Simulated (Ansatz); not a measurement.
Coupled-cluster diagnostics for the cluster ZrTe2, Ansatz.

Geometry of the singlet (PBE-D4/def2-TZVP):

```csv
atom,x (Å),y (Å),z (Å)
Zr1,-1.543,-0.262,0.033
Te2,1.002,-1.219,-0.028
Te3,0.541,1.481,-0.005
```

In the def2 sets Te, Zr take a core potential; there is no spin–orbit coupling. Correlated methods freeze 8 core orbitals; core or outer-core shells of Zr, Te are correlated, in sets that lack core-valence functions. No other spin state of charge 0 was run. Another isomer (singlet) lies 1.52 eV lower at PBE0-D4/def2-TZVP; other spin states weren't run for this one.

(1) Estimate the CCSD(T) correlation energy, the shares of MP2 and (T), T1 and the reference's ⟨S²⟩ for: charge 0, singlet, own geometry in def2-TZVPP; and the rough time on 4 threads of Arm Neoverse V1 on a shared host.

Results:

(1) 
| state | basis | correlation (eV) | MP2 share (%) | (T) share (%) | T1 | ⟨S²⟩ (pure) | wall time | remarks |
| --- | --- | --- | --- | --- | --- | --- | --- | --- |
| charge 0, singlet, own geometry | def2-TZVPP | -33.908 | 100.5 | 4.3 | 0.044 | 0.00 (0.00) | 68 s | restricted SCF unstable |
Customary marks for T1 are 0.02 (closed shells), 0.045 (open shells) and about 0.05 (3d metals). T1 exceeds 0.02 in 1 of 1 rows and 0.045 in 0; the higher it lies, the less the single-reference result can be trusted.
